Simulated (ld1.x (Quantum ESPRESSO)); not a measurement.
## Transferability test, TM semilocal potential for Fe

```json
{"Element": "iron", "Generator": "ld1.x (Quantum ESPRESSO) 7.5", "Type": "norm-conserving Troullier–Martins (semilocal form)", "Functional": "LDA (PZ)", "Relativity": "scalar-relativistic", "Frozen core": "[Ar]", "Valence charge": "8", "Reference configuration": "3d6.5 4s1.5 4p0", "Partial waves": "4p (bound, empty): rc 3.40 bohr; 3d (bound): rc 1.80 bohr; 4s (bound): rc 2.15 bohr", "Local potential": "the s channel", "Core correction": "none"}
```

Energies are relative to the spin-unpolarised reference configuration 3d6.5 4s1.5 4p0; without spin polarisation the order of configurations can differ from experiment. Spin-polarised rows fill each open shell by Hund’s rule, majority spin first.

```
           valence configuration  charge  ΔE all-electron (eV)  error AE − PS (meV)
                     3d6 4s1 4p0      +1                 9.730                  -14
                     3d6 4s0 4p0      +2                26.222                  +19
                   3d6 4s1.5 4p0    +0.5                 4.345                  -23
                     3d6 4s0 4p2       0                 9.362                  -11
                     3d4 4s0 4p0      +4               114.129                 -567
                     3d6 4s1 4p1       0                 4.926                  -24
3d6.5 4s1.5 4p0 (spin-polarised)       0                -2.654                +2399
```

Task: What are ΔE and the potential's error for 3d6 4s2 4p0 (spin-polarised)?

Result: ΔE = -2.640 eV all-electron; the error (AE − PS) is +3395 meV.

Task: What are ΔE and the potential's error for 3d6 4s2 4p0?

Result: ΔE = 0.749 eV all-electron; the error (AE − PS) is -29 meV.

Levels in the configuration 3d6 4s1.5 4p0:

```
level  all-electron (eV)  pseudo (eV)
   3d            -11.828      -11.926
   4s             -8.942       -8.927
```
